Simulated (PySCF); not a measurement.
C4H4, SMILES C12C3C1C23. Coordinates come from a PBE-D3(BJ)/def2-SVP optimisation.

Question: Give the equilibrium geometry at PBE-D3(BJ)/def2-SVP (PySCF confirms it by a frequency run) as Cartesian coordinates in Å, and its point group. (Estimate from the structure and the level; the computed values follow.)

Answer: point group Td.
```xyz
8

C     -0.5250     0.5250    -0.5250
C      0.5250     0.5250     0.5250
C      0.5250    -0.5250    -0.5250
C     -0.5250    -0.5250     0.5250
H     -1.1527     1.1527    -1.1527
H      1.1527     1.1527     1.1527
H      1.1527    -1.1527    -1.1527
H     -1.1527    -1.1527     1.1527
```
